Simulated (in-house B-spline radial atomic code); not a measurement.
# One electron outside the 1s2 core: Tl⁷⁸⁺

Computed with a B-spline radial code for spherical atoms, no-pair Dirac-Coulomb Hamiltonian, finite nucleus. Rungs: frozen-core Dirac-Hartree-Fock (DHF); Brueckner orbitals from the second-order correlation potential; the same with the Coulomb interaction screened by the core and the hole-particle interaction summed; Breit and QED terms from differences of relaxed Dirac-Fock atoms, where computed. Partial waves beyond l = 6 are extrapolated. The tables show a selection of states; those near core-excited levels, with erratic corrections or far from their DHF start are never shown.

Removal energies (eV):

| state | DHF | second order | screened | Breit + QED | final |
| --- | --- | --- | --- | --- | --- |
| 2s1/2 | 24284 | 24284.2 | 24284.2 | -50.5 | 24233.7 |
| 2p1/2 | 24054 | 24054.6 | 24054.6 | -46.9 | 24007.7 |
| 2p3/2 | 21748.5 | 21748.8 | 21748.8 | -18 | 21730.8 |
| 3s1/2 | 10476.6 | 10476.6 | 10476.6 | -14.7 | 10461.9 |
| 3p1/2 | 10414.2 | 10414.4 | 10414.4 | -12.9 | 10401.5 |
| 3p3/2 | 9727.35 | 9727.44 | 9727.44 | -5.48 | 9721.96 |
| 3d3/2 | 9709.27 | ? | ? | ? | ? |
| 3d5/2 | 9524.18 | ? | ? | ? | ? |
| 4s1/2 | 5771.62 | 5771.65 | 5771.65 | - | - |
| 4p1/2 | 5746.48 | 5746.55 | 5746.55 | - | - |

Q: What does correlation do to 3d3/2?

A: It adds 0.03809 eV to the removal energy in second order and 0.03832 eV with screening; Breit and QED add -0.439 eV, for a final 9708.87 eV.

Q: What does correlation do to 3d5/2?

A: It adds 0.03044 eV to the removal energy in second order and 0.03063 eV with screening; Breit and QED add -0.523 eV, for a final 9523.69 eV.

Q: How does the lowest state compare with the NIST ionisation energy?

A: 2s1/2 is bound by 24233.7 eV, without recoil; NIST lists 24234.1 ± 0.4 eV (tabulated theory), a difference of -0.37 eV.

Electric-dipole lines from 2s1/2 (reduced matrix elements in atomic units, length form, static core polarisation, sign of DHF taken positive):

```tsv
upper	DHF	+ core polarisation	+ Brueckner	λ (nm)	A (s⁻¹)
2p1/2	0.04538	0.04534	0.04534	5.4851	1.26e+10
2p3/2	0.07056	0.07051	0.07051	0.49536	2.07e+13
```

Magnetic hyperfine constants per unit nuclear g factor (MHz, nucleus as a uniformly magnetised ball; they apply to isotopes with nuclear spin):

| state | DHF | + core polarisation | + Brueckner |
| --- | --- | --- | --- |
| 2s1/2 | 3.686e+07 | 3.724e+07 | 3.724e+07 |
| 2p1/2 | 1.23e+07 | 1.237e+07 | 1.237e+07 |
| 2p3/2 | 1.179e+06 | 1.129e+06 | 1.129e+06 |
| 3s1/2 | 1.085e+07 | 1.095e+07 | 1.096e+07 |
| 3p1/2 | 3.776e+06 | 3.792e+06 | 3.792e+06 |
| 3p3/2 | 365900 | 354000 | 354000 |
